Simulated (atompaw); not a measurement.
How hard is this I (Z = 53) PAW (atompaw) potential?

```
Element                 : I (Z = 53)
Generator               : atompaw 4.2.0.5
Type                    : PAW
Functional              : LDA (PW92)
Relativity              : scalar-relativistic
Frozen core             : [Kr]
Valence charge          : 17
Reference configuration : 4d10 5s2 5p5
Partial waves           : 5s (bound): rc 1.55 bohr; 5s channel at 2.1 Ry: rc 1.55 bohr; 5p (bound): rc 1.55 bohr; 5p channel at 2.3 Ry: rc 1.55 bohr; 4d (bound): rc 0.95 bohr; 4d channel at -1.7 Ry: rc 1.55 bohr
Local potential         : vpsmatchnc scheme with l = 3 at 0.5 Ry, radius 1.40 bohr
Core correction         : smooth core density matched at 0.90 bohr
Augmentation charge     : besselshape compensation charge, radius 1.40 bohr; PAW radius 1.55 bohr; waves and projectors: custom rrkj gramschmidtortho
```

The pseudo-atom Hamiltonian at the reference potential is diagonalised in spherical Bessel functions j_l(qr) that vanish at 20 bohr, with q² up to the cutoff. All-electron valence levels (Ry): 5s -1.2974, 5p -0.5320, 4d -3.6994.

**Question.** How do the lowest levels (Ry) of each channel move with the cutoff, and are there ghosts?

**Answer.**

| cutoff (Ry) | s #1 | s #2 | s #3 | s #4 | p #1 | p #2 | p #3 | d #1 | f #1 | Σ f·Δε (mRy) |
| --- | --- | --- | --- | --- | --- | --- | --- | --- | --- | --- |
| 8 | -13.8830 | -1.0989 | -0.0213 | 0.0738 | -0.8065 | 0.0181 | 0.0992 | -0.3138 | 0.1158 | 35626.3 |
| 15 | -21.1432 | -1.2890 | -0.0358 | 0.0658 | -3.7120 | -0.4486 | 0.0327 | -1.0357 | 0.1158 | 27072.4 |
| 25 | -25.7132 | -1.2963 | -0.0367 | 0.0654 | -8.4454 | -0.5313 | 0.0298 | -1.7797 | 0.1158 | 19205.2 |
| 35 | -30.5903 | -1.2973 | -0.0367 | 0.0654 | -9.5001 | -0.5317 | 0.0298 | -2.5220 | 0.1158 | 11778.1 |
| 50 | -38.6863 | -1.2974 | -0.0368 | 0.0654 | -10.0959 | -0.5320 | 0.0298 | -3.4067 | 0.1158 | 2928.8 |
| 70 | -43.8654 | -1.2975 | -0.0368 | 0.0654 | -10.6198 | -0.5321 | 0.0298 | -3.6301 | 0.1158 | 694.6 |
| 100 | -46.7448 | -2.6817 | -1.2975 | -0.0367 | -11.0372 | -0.5321 | 0.0298 | -3.6904 | 0.1158 | 91.1 |
| 140 | -48.1408 | -4.9221 | -1.2975 | -0.0367 | -11.2443 | -0.5321 | 0.0298 | -3.6986 | 0.1158 | 9.8 |
| 180 | -48.3578 | -5.5273 | -1.2975 | -0.0367 | -11.3217 | -0.5321 | 0.0298 | -3.6991 | 0.1158 | 4.7 |
| 260 | -48.4209 | -5.7223 | -1.2975 | -0.0367 | -11.3420 | -0.5321 | 0.0298 | -3.6994 | 0.1158 | 1.1 |
| 400 | -48.4233 | -5.7356 | -1.2975 | -0.0367 | -11.3433 | -0.5321 | 0.0298 | -3.6995 | 0.1158 | 0.0 |

Result: ghost states, extra bound levels that the all-electron valence spectrum of the same l lacks: s at -658.8 eV, p at -154.3 eV, s at -78.0 eV (a true bound ghost makes a file unfit for plane-wave use); 10 mRy is reached at 140 Ry and 1 mRy at 300 Ry.
